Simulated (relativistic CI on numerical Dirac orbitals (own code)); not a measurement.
Computed by Dirac equation for one electron, model QED (radiative potential, 1s self-energy scaled to tabulated hydrogen-like ionisation energies) (own radial code, finite nucleus).

CI space: 1s, 2s, 2p, 3s, 3p, 3d, 4s, 4p, 4d, 4f, 5s, 5p, 5d, 5f, 5g, 6s, 6p, 6d. Levels of other configurations are missing.

Outline of the computed level scheme of Se XXXIV. Lowest level of each configuration: 1s 2S_1/2 at 0.0 eV; 2p 2P°_1/2 at 11957.9 eV; 2s 2S_1/2 at 11959.3 eV; 3p 2P°_1/2 at 14192.8 eV; 3s 2S_1/2 at 14193.3 eV; 3d 2D_3/2 at 14211.5 eV; 4p 2P°_1/2 at 14972.5 eV; 4s 2S_1/2 at 14972.7 eV; 4d 2D_3/2 at 14980.3 eV.

Some strong electric-dipole decays among the lowest 14 levels: 2p 2P°_1/2 → 1s 2S_1/2 (8.4e+14 s⁻¹); 2p 2P°_3/2 → 1s 2S_1/2 (8.3e+14 s⁻¹); 3p 2P°_3/2 → 1s 2S_1/2 (2.2e+14 s⁻¹); 3p 2P°_1/2 → 1s 2S_1/2 (2.2e+14 s⁻¹); 4p 2P°_3/2 → 1s 2S_1/2 (9.1e+13 s⁻¹); 4p 2P°_1/2 → 1s 2S_1/2 (8.9e+13 s⁻¹); 3d 2D_5/2 → 2p 2P°_3/2 (8.6e+13 s⁻¹); 3d 2D_3/2 → 2p 2P°_1/2 (7.4e+13 s⁻¹).
